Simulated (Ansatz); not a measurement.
Consider the cleavage of the B–Si bond: `COB([SiH3])Cl` + H–F → `COB(F)Cl` + SiH₄.

Calculated with Ansatz (gas phase, PBE0-D4/def2-TZVP geometries, no zero-point term in ΔE). CCSD(T)/CBS adds triple-zeta CCSD(T) − MP2 to the extrapolated MP2 energy (def2 sets, frozen cores). This one scheme is used for every species. DFT in def2-TZVPP. B3LYP here is the variant with VWN-RPA as its local correlation; programs differ in this. Each species was taken in one conformer, which may not be the lowest.

CCSD(T)/CBS gives -34.8 kcal/mol.

Question: Another level gave -37.8 kcal/mol. Which?
A. B3LYP/def2-TZVPP
B. PBE0-D4/def2-TZVPP
C. r2SCAN/def2-TZVPP
D. PBE-D4/def2-TZVPP

Answer: C. r2SCAN -37.8, PBE0-D4 -34.6, PBE-D4 -33.1, B3LYP -38.9 kcal/mol.

Largest T1 diagnostic among the species: 0.013.

In def2-TZVPP, CCSD(T) changes the Hartree–Fock value by +8.0 kcal/mol (the triples alone add +1.1 kcal/mol) and MP2 by +8.0 kcal/mol. The D4 term adds +1.8 kcal/mol with B3LYP and +1.0 kcal/mol with PBE0; it sums over pairs of atoms, weighted by their polarisabilities, and B3LYP, whose exchange is more repulsive, gets the larger term. From PBE to PBE0 (25 % exact exchange), in def2-TZVPP and without D4, ΔE moves by −1.4 kcal/mol.
